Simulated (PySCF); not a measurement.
HOZn (SMILES [OH][Zn]), doublet, at a GFN2-xTB geometry (such geometries of metal compounds can be far from the true shape) (the spin is typed, not shown lowest).

Here is a job for PySCF.
```python
from pyscf import gto, scf, dft

mol = gto.M(
    atom='''
Zn   -0.28958372   -0.17587211   -0.27250456
O     0.94444494    0.48302783    0.89466334
H     1.13195202    1.41194083    1.01783020
''',
    basis='6-31g*',
    spin=1,
    verbose=4,
)

mf = dft.UKS(mol)
mf.xc = 'pbe'
mf.kernel()
mf.analyze()
```

### Question
Give the total energy at the level PBE/6-31G* in PySCF.

### Answer
-1854.488729 Ha

### Question
What is the computed <S^2> (PBE/6-31G*)?

### Answer
0.752

These values belong to the state on which the SCF converged, which isn't shown to be the lowest.
